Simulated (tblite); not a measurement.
Compound: C4H11B2F.
Numbering: `[CH3:1][CH:2]([CH3:3])[BH:4][CH2:5][BH:6][F:7]` (hydrogens: H8, H9, H10 on C1; H11 on C2; H12, H13, H14 on C3; H15 on B4; H16, H17 on C5; H18 on B6)

Computed with GFN2-xTB (tblite), gas phase: Langevin dynamics at 400 K from the optimised GFN2-xTB geometry, time step 0.5 fs, friction 0.01 fs⁻¹, 2000 steps.

Start geometry:
```
atom  x, y, z in Å
C1     -1.671    1.057    0.573
C2     -0.731   -0.051    0.085
C3     -1.563   -1.151   -0.601
B4      0.394    0.454   -0.914
C5      1.716   -0.387   -1.098
B6      2.819    0.249   -0.175
F7      2.886   -0.121    1.090
H8     -2.407    0.662    1.272
H9     -1.109    1.841    1.075
H10    -2.202    1.502   -0.266
H11    -0.271   -0.510    0.968
H12    -2.326   -1.526    0.079
H13    -0.934   -1.984   -0.906
H14    -2.058   -0.755   -1.485
H15     0.254    1.444   -1.524
H16     1.554   -1.422   -0.798
H17     2.043   -0.355   -2.135
H18     3.599    1.059   -0.514
```

The statistics below take the 31 frames saved every 25 fs from 250 to 1000 fs; their kinetic temperature (all 3N coordinates) averages 368 K.

**Question.** How do the bond lengths spread?

**Answer.** 
| bond | start (Å) | mean (Å) | standard deviation (Å) | shortest (Å) | longest (Å) |
| --- | --- | --- | --- | --- | --- |
| C1–C2 | 1.532 | 1.546 | 0.030 | 1.499 | 1.626 |
| C2–C3 | 1.541 | 1.536 | 0.024 | 1.501 | 1.615 |
| C2–B4 | 1.586 | 1.596 | 0.040 | 1.528 | 1.674 |
| B4–C5 | 1.578 | 1.588 | 0.030 | 1.537 | 1.646 |
| C5–B6 | 1.572 | 1.582 | 0.041 | 1.508 | 1.686 |
| B6–F7 | 1.319 | 1.316 | 0.023 | 1.264 | 1.367 |
| C1–H8 | 1.089 | 1.094 | 0.039 | 1.010 | 1.165 |
| C1–H9 | 1.088 | 1.095 | 0.035 | 1.017 | 1.178 |
| C1–H10 | 1.088 | 1.093 | 0.033 | 1.035 | 1.181 |
| C2–H11 | 1.097 | 1.104 | 0.031 | 1.052 | 1.163 |
| C3–H12 | 1.089 | 1.092 | 0.035 | 1.014 | 1.154 |
| C3–H13 | 1.087 | 1.099 | 0.053 | 0.989 | 1.238 |
| C3–H14 | 1.088 | 1.090 | 0.037 | 1.016 | 1.148 |
| B4–H15 | 1.172 | 1.168 | 0.033 | 1.096 | 1.224 |
| C5–H16 | 1.090 | 1.099 | 0.035 | 1.004 | 1.169 |
| C5–H17 | 1.088 | 1.094 | 0.037 | 1.035 | 1.165 |
| B6–H18 | 1.175 | 1.179 | 0.039 | 1.122 | 1.256 |

**Question.** How widely does the potential energy scatter, against a harmonic estimate?

**Answer.** Mean 0.80 eV above the start, standard deviation 0.203 eV, range 0.38 to 1.39 eV. For 48 classical harmonic modes at 400 K the canonical values are 48kT/2 = 0.83 eV and kT·√(48/2) = 0.169 eV.

The run is classical and short, so these are rough statistics of one trajectory.

What follows is the cost of the whole dynamics run. On AMD EPYC 9R14, one thread, no GPU, shared host, this took 9.4 s of wall time and 0.18 GiB of memory at its peak.
